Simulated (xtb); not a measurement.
trisilylamine (H9NSi3), singlet, from a rough starting geometry; GFN2-xTB run with xtb 6.7.1.

xtb was given this input:
```
$ xtb mol.xyz --gfn 2 --opt vtight --json

# file mol.xyz
13

Si     0.29933396     1.69896255     0.43779906
N     -0.06566135     0.08391706    -0.15531206
Si    -1.64350397    -0.54440100    -0.40826149
Si     1.34054915    -1.12132190    -0.07087188
H     -0.68412370     2.53306060    -0.19901201
H      0.11238151     1.67326890     1.91335764
H      1.64681787     2.00193891     0.12784092
H     -2.33316208     0.61787934    -1.00112364
H     -1.49549653    -1.63254797    -1.44073086
H     -2.26573127    -0.95038739     0.79837363
H      1.34760968    -1.74000684     1.28661370
H      1.09723247    -2.15126944    -1.02772977
H      2.52092030    -0.51772309    -0.34022234
```

Output, abridged:

```
   ID    Z sym.   atoms
    1   14 Si     1, 3, 4
    2    7 N      2
    3    1 H      5-13

           -------------------------------------------------
          |                Calculation Setup                |
           -------------------------------------------------

           -------------------------------------------------
          |                 G F N 2 - x T B                 |
           -------------------------------------------------

          ...................................................
          :                      SETUP                      :
          :.................................................:
          :  # basis functions                  43          :
          :  # atomic orbitals                  40          :
          :  # shells                           20          :
          :  # electrons                        26          :
          :  max. iterations                   250          :
          :  Hamiltonian                  GFN2-xTB          :
          :  restarted?                      false          :
          :  GBSA solvation                  false          :
          :  PC potential                    false          :
          :  electronic temp.          300.0000000     K    :
          :  accuracy                    1.0000000          :
          :  -> integral cutoff          0.2500000E+02      :
          :  -> integral neglect         0.1000000E-07      :
          :  -> SCF convergence          0.1000000E-05 Eh   :
          :  -> wf. convergence          0.1000000E-03 e    :
          :  Broyden damping             0.4000000          :
          :  net charge                          0          :
          :  unpaired electrons                  0          :
          ...................................................

 iter      E             dE          RMSdq      gap      omega  full diag
   1    -12.7188235 -0.127188E+02  0.702E+00    5.09       0.0  T
   2    -12.8890810 -0.170257E+00  0.372E+00    4.10       1.0  T
   3    -12.8927002 -0.361924E-02  0.281E+00    4.44       1.0  T
   4    -12.8935751 -0.874903E-03  0.914E-01    4.12       1.0  T
   5    -12.8940626 -0.487458E-03  0.441E-01    4.28       1.0  T
   6    -12.8942794 -0.216811E-03  0.127E-01    4.19       1.0  T
   7    -12.8943230 -0.436793E-04  0.256E-02    4.22       1.1  T
   8    -12.8943227  0.301856E-06  0.189E-02    4.22       1.5  T
   9    -12.8943235 -0.766583E-06  0.103E-02    4.22       2.7  T
  10    -12.8943238 -0.292639E-06  0.347E-03    4.22       8.0  T
  11    -12.8943238 -0.248962E-07  0.114E-03    4.22      24.3  T
  12    -12.8943238 -0.162840E-08  0.353E-04    4.22      78.6  T
  13    -12.8943238  0.390726E-09  0.339E-04    4.22      81.8  T

   *** convergence criteria satisfied after 13 iterations ***

         :::::::::::::::::::::::::::::::::::::::::::::::::::::
         ::                     SUMMARY                     ::
         :::::::::::::::::::::::::::::::::::::::::::::::::::::
         :: total energy             -12.756042626496 Eh    ::
         :: gradient norm              0.125669447914 Eh/a0 ::
         :: HOMO-LUMO gap              4.219740423964 eV    ::
         ::.................................................::
         :: SCC energy               -12.894303085131 Eh    ::
         :: -> isotropic ES            0.053488087738 Eh    ::
         :: -> anisotropic ES          0.005603117802 Eh    ::
         :: -> anisotropic XC          0.004010635034 Eh    ::
         :: -> dispersion             -0.010938272660 Eh    ::
         :: repulsion energy           0.138260458635 Eh    ::
         :: add. restraining           0.000000000000 Eh    ::
         :: total charge              -0.000000000000 e     ::
         :::::::::::::::::::::::::::::::::::::::::::::::::::::

      -----------------------------------------------------------
     |                   =====================                   |
[...]
 * total energy  :   -12.7560426 Eh     change       -0.4772023E-09 Eh
 * total energy  :   -12.7692479 Eh     change       -0.1320530E-01 Eh
 * total energy  :   -12.7714033 Eh     change       -0.2155352E-02 Eh
 * total energy  :   -12.7714714 Eh     change       -0.6814973E-04 Eh
 * total energy  :   -12.7714852 Eh     change       -0.1375861E-04 Eh
 * total energy  :   -12.7714873 Eh     change       -0.2106523E-05 Eh
 * total energy  :   -12.7714876 Eh     change       -0.3263654E-06 Eh
 * total energy  :   -12.7714876 Eh     change       -0.1847160E-07 Eh
   *** GEOMETRY OPTIMIZATION CONVERGED AFTER 8 ITERATIONS ***
         :: total energy             -12.771487635937 Eh    ::
[...]
        17                         -0.1621945              -4.4135
        18                         -0.1621352              -4.4119
        19                         -0.1517858              -4.1303
        20                         -0.1503104              -4.0902
        21                         -0.1502811              -4.0894
        22                         -0.1463413              -3.9821
        23                         -0.0705677              -1.9202
        24                         -0.0703461              -1.9142
       ...                                ...                  ...
        40                          0.8901852              24.2232
      -------------------------------------------------------------
                  HL-Gap            0.1662765 Eh            4.5246 eV
             Fermi-level           -0.2889737 Eh           -7.8634 eV

     #   Z          covCN         q      C6AA      α(0)
     1  14 Si       3.929     0.506    96.573    18.793
     2   7 N        2.458    -0.515    33.882     8.644
     3  14 Si       3.929     0.506    96.574    18.794
     4  14 Si       3.930     0.506    96.573    18.793
     5   1 H        0.919    -0.111     5.974     3.823
     6   1 H        0.917    -0.112     5.995     3.829
     7   1 H        0.919    -0.111     5.969     3.821
     8   1 H        0.919    -0.111     5.971     3.822
     9   1 H        0.919    -0.111     5.970     3.822
    10   1 H        0.917    -0.112     5.993     3.829
    11   1 H        0.917    -0.112     5.996     3.830
    12   1 H        0.919    -0.111     5.973     3.822
    13   1 H        0.919    -0.111     5.972     3.822

 Mol. C6AA /au·bohr⁶  :       3241.477836
 Mol. C8AA /au·bohr⁸  :     123350.572973
 Mol. α(0) /au        :         99.443660

Wiberg/Mayer (AO) data.
largest (>0.10) Wiberg bond orders for each atom

 ---------------------------------------------------------------------------
     #   Z sym  total        # sym  WBO       # sym  WBO       # sym  WBO
 ---------------------------------------------------------------------------
     1  14 Si   3.686 --     2 N    1.015     7 H    0.891     5 H    0.891
                             6 H    0.889
     2   7 N    3.296 --     4 Si   1.015     1 Si   1.015     3 Si   1.015
     3  14 Si   3.686 --     2 N    1.015     9 H    0.891     8 H    0.891
                            10 H    0.889
     4  14 Si   3.686 --     2 N    1.015    13 H    0.891    12 H    0.891
                            11 H    0.889
     5   1 H    0.988 --     1 Si   0.891
     6   1 H    0.988 --     1 Si   0.889
     7   1 H    0.988 --     1 Si   0.891
     8   1 H    0.988 --     3 Si   0.891
     9   1 H    0.988 --     3 Si   0.891
    10   1 H    0.988 --     3 Si   0.889
    11   1 H    0.988 --     4 Si   0.889
    12   1 H    0.988 --     4 Si   0.891
    13   1 H    0.988 --     4 Si   0.891
 ---------------------------------------------------------------------------

Topologies differ in total number of bonds
Writing topology from bond orders to xtbtopo.mol

molecular dipole:
                 x           y           z       tot (Debye)
 q only:       -0.015      -0.019       0.076
   full:       -0.031      -0.042       0.166       0.442
molecular quadrupole (traceless):
                xx          xy          yy          xz          yz          zz
 q only:        0.564      -0.078       0.517       0.328       0.426      -1.081
  q+dip:       -0.911       0.142      -0.847      -0.543      -0.697       1.758
   full:        0.216      -0.028       0.198       0.121       0.161      -0.414

optimized geometry written to: xtbopt.xyz

           -------------------------------------------------
          | TOTAL ENERGY              -12.771487635937 Eh   |
          | GRADIENT NORM               0.000021470056 Eh/α |
          | HOMO-LUMO GAP               4.524612558758 eV   |
           -------------------------------------------------
```
